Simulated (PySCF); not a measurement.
Compound: C5H4F2O.
Numbering: `[F:1][C:2]1=[CH:3][O:4][C:5]([F:6])=[CH:7][CH2:8]1` (hydrogens: H9 on C3; H10 on C7; H11, H12 on C8)

Level: B3LYP/def2-SVPD in PySCF, non-relativistic, on one gas-phase PBE0-D3(BJ)/def2-SVP geometry that isn't relaxed in the solvent. The solvent is an IEF-PCM continuum (cavity from Bondi-type radii × 1.2), and excitations are vertical TDDFT with non-equilibrium linear response and a frozen core. Specific hydrogen bonds and non-electrostatic terms are outside this model.

Gas-phase singlets (H = HOMO, L = LUMO):

```
state  E (eV)  λ (nm)      f  leading configuration
   S1   5.096     243  0.018                H→L 98%
   S2   5.766     215  0.004              H→L+1 99%
   S3   6.309     197  0.001              H→L+2 96%
   S4   6.338     196  0.006              H→L+3 52%
   S5   6.584     188  0.008              H→L+4 96%
```

Problem. What are the lowest 5 singlets in methanol (ε = 32.61)?

Solution. 
| state | E (eV) | λ (nm) | f | leading configuration | change by rank (eV) |
| --- | --- | --- | --- | --- | --- |
| S1 | 5.086 | 244 | 0.020 | H→L 98% | -0.010 |
| S2 | 5.744 | 216 | 0.008 | H→L+1 99% | -0.022 |
| S3 | 6.186 | 200 | 0.000 | H→L+2 98% | -0.123 |
| S4 | 6.363 | 195 | 0.010 | H→L+3 53% | +0.025 |
| S5 | 6.651 | 186 | 0.008 | H→L+4 95% | +0.067 |

Problem. How do the frontier levels move from gas to methanol?

Solution. 
```tsv
orbital	gas (eV)	solvent (eV)	change (eV)	Löwdin shares, gas	Löwdin shares, solvent
LUMO+2	0.86	0.89	+0.03	F1 19 %, C2 16 %, O4 11 %, C5 10 %	F1 24 %, C2 21 %, O4 9 %, C8 8 %
LUMO+1	0.34	0.50	+0.16	C7 15 %, C8 14 %, C5 13 %, C3 11 %	C5 22 %, C7 14 %, O4 13 %, C3 13 %
LUMO	-0.45	-0.26	+0.19	C2 23 %, C3 20 %, C7 14 %, C5 12 %	C2 22 %, C3 20 %, C7 15 %, C5 13 %
HOMO	-6.38	-6.21	+0.17	O4 20 %, C7 19 %, C2 14 %, C3 11 %	O4 20 %, C7 18 %, C2 14 %, C3 11 %
HOMO-1	-7.71	-7.58	+0.13	C3 21 %, C7 19 %, C5 17 %, C2 15 %	C3 21 %, C7 18 %, C5 17 %, C2 15 %
HOMO-2	-10.04	-9.87	+0.17	F1 20 %, O4 17 %, C2 14 %, C8 13 %	F1 18 %, O4 16 %, C2 15 %, C8 14 %
HOMO-3	-11.19	-11.05	+0.14	F6 24 %, C7 20 %, C8 20 %, F1 12 %	C8 23 %, C7 22 %, F6 19 %, F1 10 %
```

The HOMO–LUMO gap goes from 5.94 to 5.95 eV. Rows go by rank; for LUMO+1 the atom shares or the degeneracy differ between the runs, so the row needn't follow one orbital.

Hardware: Arm Neoverse V1, one thread, no GPU, on a shared host. Cost: 34 s wall. This is the whole response run at B3LYP/def2-SVPD in methanol, SCF included.
